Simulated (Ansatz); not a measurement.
Basis sets compared for the cluster Ag2Te4. Charge 0, multiplicity 1. Geometry PBE0-D4/def2-SVP. Ansatz on 4 threads of Arm Neoverse V2 on a shared host; times are rough, and most runs start from earlier orbitals.

```tsv
atom	x (Å)	y (Å)	z (Å)
Ag1	-0.9505	-2.6005	0.0748
Ag2	1.7847	-2.1058	0.4539
Te3	0.0692	2.5904	-1.5270
Te4	-1.0326	2.6635	0.9306
Te5	-0.2297	-0.1713	1.3993
Te6	0.3590	-0.3763	-1.3316
```

In the def2 sets Ag, Te take a core potential; there is no spin–orbit coupling. The restricted singlet is unstable towards broken spin symmetry in Hartree–Fock (as tested in another run); at PBE-D4/def2-SVP, PBE0-D4/def2-SVP, PBE0-D4/def2-TZVP this wasn't settled. This restricted singlet of an open-shell metal (gap down to 0.41 eV) wasn't tested against broken symmetry. No other spin state of charge 0 was run. Another isomer (singlet) lies 1.89 eV lower at PBE0-D4/def2-TZVP; other spin states weren't run for this one.

Binding counts from free atoms (Ag doublet, Te triplet) in the same basis, without a counterpoise term.

```csv
level,functions,energy (Eh),HOMO (eV),LUMO (eV),binding per atom (eV),wall time
PBE-D4/def2-SVP,166,-1366.1548,-3.91,-3.60,1.86,3.9 s
PBE0-D4/def2-SVP,166,-1366.1729,-4.73,-2.89,1.67,7.5 s
```

(1) Estimate the rows for PBE-D4/def2-TZVP (with forces), PBE0-D4/def2-TZVP.

## Answers

(1) 
```tsv
level	functions	energy (Eh)	HOMO (eV)	LUMO (eV)	binding per atom (eV)	wall time
PBE-D4/def2-TZVP (with forces)	280	-1366.2782	-3.99	-3.59	1.90	8 s
PBE0-D4/def2-TZVP	280	-1366.2911	-4.78	-2.85	1.72	16 s
```
